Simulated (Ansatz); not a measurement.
## Relative stability

The two ends of one reaction step of CH$_{7}$FSn, singlet (PBE0-D4/def2-TZVP).

A:

Sn1  (-0.470, 1.030, 0.054)
F2  (-1.143, -2.364, -0.944)
H3  (-0.478, 1.843, -1.445)
H4  (-1.821, -0.051, 0.048)
H5  (-0.750, 2.136, 1.323)
H6  (-1.500, -1.591, -0.570)
C7  (1.312, -0.103, 0.346)
H8  (1.312, -0.540, 1.344)
H9  (2.185, 0.541, 0.238)
H10  (1.355, -0.902, -0.394)
(Å)

B:

```csv
atom,x (Å),y (Å),z (Å)
Sn1,-1.7781,1.1569,-0.4059
F2,-1.4264,-0.6364,-1.0206
H3,-1.9619,2.0658,-1.8313
H4,-3.2046,1.0197,0.5095
H5,-0.4114,1.5828,0.5100
H6,0.8492,-1.2560,-0.1195
C7,1.7546,-1.0381,0.4466
H8,1.4967,-0.8295,1.4852
H9,2.2555,-0.1697,0.0178
H10,2.4264,-1.8955,0.4084
```

Program: Ansatz 0.2.0. Basis: def2-TZVPP. Cores are frozen in the correlated methods. Filled d shells of the heavier atoms are correlated. Core potentials replace the inner electrons of the atoms past krypton. The def2 sets are not built for correlating such inner shells, so the correlated values are less sure here. B3LYP uses VWN-RPA correlation.

Question: Which structure is lower at CCSD(T), and by how much? (Judge from chemistry; the value comes from the calculation.)

Answer: The calculation gives: B, by 0.644 eV (electronic energy, against the other). By their contacts, A is a complex of CH₆Sn ([CH3][SnH3]) + HF and B is a complex of SnH₃F ([F][SnH3]) + CH₄.

All methods give the same order:

```
      method  E(B) − E(A) (eV)
       SPW92            -0.508
      PBE-D4            -0.680
     BLYP-D4            -0.815
   r2SCAN-D4            -0.787
      B97M-V            -0.897
     PBE0-D4            -0.662
    B3LYP-D4            -0.793
  r2SCAN0-D4            -0.733
    BHLYP-D4            -0.812
CAM-B3LYP-D4            -0.820
     wB97X-V            -0.794
     wB97M-V            -0.744
      B2PLYP            -0.782
    PBE-QIDH            -0.650
  RPA on PBE            -0.690
          HF            -0.980
         MP2            -0.601
        CCSD            -0.674
     CCSD(T)            -0.644
```

The T1 diagnostic stays at or below 0.013.

Labels in which every atom is bracketed show which atoms are joined, not bond orders.

For scale, one of the runs: CCSD(T)/def2-TZVPP, 210 basis functions, launched by `ansatz run in.yaml --threads 4 --pin off --events-out ev --progress --plain --max-ram 9574MiB`. Time: 100 s of wall clock on 4 CPU threads of an Intel Xeon; the host was shared. Peak host memory: 3.3 GiB.
